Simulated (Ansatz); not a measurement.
A nudged elastic band was laid between two geometries of C₂H₆OSi (10 atoms, charge 0, multiplicity 1).

Level of theory: RKS PBE-D4/def2-SVP in Ansatz.

```json
{
 "movable images": "5",
 "climbing image": "yes",
 "spring": "5.0 eV/Å²",
 "optimiser": "quadratic models (default)",
 "start path": "through a guess of the saddle point",
 "force threshold": "0.05 eV/Å",
 "iteration limit": "60",
 "end points": "relaxed"
}
```

Initial state:

```xyz
10
Properties=species:S:1:pos:R:3
O -1.283 0.754 -1.674
Si -0.893 0.270 -0.115
C 0.382 -1.017 0.302
C 0.785 0.465 0.661
H -0.562 0.721 -2.326
H -2.137 0.414 0.690
H 0.980 -1.492 -0.497
H 0.221 -1.710 1.148
H 0.881 0.712 1.734
H 1.626 0.882 0.077
```

Final state:

```xyz
10
Properties=species:S:1:pos:R:3
O -0.964 0.397 -1.872
Si -0.818 0.193 -0.209
C 0.408 -1.059 0.383
C 0.820 0.433 0.644
H -1.100 1.320 -2.152
H -2.092 0.434 0.538
H 1.010 -1.599 -0.368
H 0.193 -1.679 1.270
H 0.856 0.761 1.699
H 1.687 0.799 0.066
```

**Question.** Which bonds break or form, and what moves?

**Answer.** No bond is made or broken. The dihedral H5–O1–Si2–C4 goes from 31 to -84°.

**Question.** Give the energies along the band, and the barrier.

**Answer.** The run converged. The highest image is number 2 of 0 to 6, 0.007 eV above the first end and 0.019 eV above the last; the last end lies 0.012 eV below the first. The top lies less than 8 meV above the higher end, about what the thresholds resolve: that end is a shoulder or a very shallow well. A vibrational analysis at the climbing image gives one clearly imaginary mode, 131i cm⁻¹: a first-order saddle point.

```tsv
image	path coordinate (Å)	energy (eV)	dihedral H5–O1–Si2–C4 (°)
0	0.00	0.000	31
1	0.26	0.003	12
2	0.53	0.007	-13
3	0.72	0.005	-32
4	0.92	-0.002	-51
5	1.11	-0.009	-69
6	1.30	-0.012	-84
```

**Question.** What is the geometry of the highest image?

**Answer.** 
```xyz
10
Properties=species:S:1:pos:R:3
O -1.244 0.571 -1.750
Si -0.900 0.201 -0.147
C 0.381 -1.048 0.353
C 0.782 0.452 0.606
H -0.569 1.107 -2.199
H -2.139 0.363 0.666
H 0.962 -1.574 -0.425
H 0.229 -1.676 1.248
H 0.879 0.775 1.658
H 1.619 0.829 -0.009
```

Run time: 3 min on 1 thread of Arm Neoverse N1 (shared host), peak memory 0.13 GiB.
